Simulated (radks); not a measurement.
The numbers below are computed, except where a source is named.
The manganese ion Mn2+, 23 electrons, occupied as [Ar] 3d5 (the NIST ground configuration).

Level of theory: scalar-relativistic Kohn-Sham, TASK exchange with Perdew-Wang LDA correlation, spin-unpolarised, spherical densities, finite nucleus; meta-GGA in the generalised Kohn-Sham scheme; Fermi nuclear charge, rms radius 3.7057 fm (a radial shooting solver on a logarithmic mesh with Libxc functionals).

Energy parts (hartree):
part                       energy
total                 -1157.12253
kinetic                1169.42923
electron-nucleus      -2748.01375
Hartree                 472.74199
exchange-correlation    -51.27999

Orbitals (lengths in bohr, moments of r in powers of bohr; <r^-3> diverges for s and p1/2):
| orbital | occ. | eigenvalue (hartree) | <r^-3> | <r^4> |
|---|---|---|---|---|
| 1s | 2 | -237.8491 | - | 0.00006467 |
| 2s | 2 | -28.34987 | - | 0.01499 |
| 2p | 6 | -24.09924 | 419.1 | 0.01158 |
| 3s | 2 | -3.94240 | - | 1.174 |
| 3p | 6 | -2.74369 | 50.80 | 1.640 |
| 3d | 5 | -0.86381 | 4.298 | 6.246 |

The highest occupied level is 3d at -23.505 eV. Summed over all electrons, <r^2> = 16.18 bohr^2, which gives a Langevin (diamagnetic) susceptibility term of -12.8 x 10^-6 cm^3/mol. For comparison, the ionisation energy in NIST's Atomic Spectra Database is 33.67 eV (measured). In exact Kohn-Sham theory the highest level is minus the ionisation energy, but local and semilocal functionals leave it too shallow, through self-interaction and a potential that decays too fast; potentials with the right tail come closer. The density falls to 0.001 e/bohr^3 at r = 3.02 bohr.

Beside tabulated values, note that spin-unpolarised runs miss the spin-polarisation part of the exchange energy of open shells.

Empty levels of this run are not shown, since the potential may be unsettled where no density lies.
